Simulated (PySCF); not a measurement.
# C₆ coefficients of unlike pairs at LC-wPBE

Calculated with PySCF 2.14 from the dipole response of each species, C₆(A,B) = (3/π) ∫ α_A(iu) α_B(iu) du, in atomic units, from isotropic polarisabilities. For ions this is the dispersion term alone; charge-induced terms of lower order in 1/R come first.

| species | configuration | basis | relativity | α (bohr³) | C₆ (like pair) |
| --- | --- | --- | --- | --- | --- |
| Cl | [Ne] 3s2 3p5 (2P) | dyall-acv3z (19s12p6d4f) | none | 14.36 | 90.80 |
| C³⁺ | [He] 2s1 (2S) | aug-cc-pVTZ-DK (5s4p3d2f) | spin-free X2C | 3.132 | 2.497 |
| Br²⁺ | [Ar] 3d10 4s2 4p3 (4S) | aug-cc-pVQZ-DK (8s7p5d3f2g) | spin-free X2C | 8.200 | 39.06 |
| B | [He] 2s2 2p1 (2P) | dyall-av2z (11s7p2d) | none | 21.09 | 101.8 |

Problem. Estimate C₆ for B with Br²⁺.

Solution. The integral gives 57.49. The combination rule 2 C_A C_B / (C_A α_B/α_A + C_B α_A/α_B) gives 56.78 and the geometric mean 63.05.

No spin-orbit coupling is included.

The other pairs:

```
     pair     C₆
    B, Cl  91.72
  C³⁺, Cl  14.59
 Br²⁺, Cl  59.07
   B, C³⁺  15.91
Br²⁺, C³⁺  9.218
```
